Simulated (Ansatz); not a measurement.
Reactions of `N#Cc1ccccc1`.

Isolated molecules relaxed with PBE0-D4/def2-TZVP in Ansatz; ΔE leaves out vibrations. CCSD(T)/CBS adds triple-zeta CCSD(T) − MP2 to the extrapolated MP2 energy (def2 sets, frozen cores). This one scheme is used for every species. Each species was taken in one conformer, which may not be the lowest.

(1) Order these by ΔE at CCSD(T)/CBS, lowest first. (Estimate.)
A. `N#Cc1ccccc1` + H₂O → `N#CO` + `c1ccccc1`
B. `N#Cc1ccccc1` + CH₃NH₂ → `CNc1ccccc1` + `C#N`
C. `N#Cc1ccccc1` + CH₃SH → `CSC#N` + `c1ccccc1`

Largest T1 diagnostic: 0.014, for `N#CO`.

Answers

(1) C (+5.6 kcal/mol), B (+7.7 kcal/mol), A (+22.5 kcal/mol).
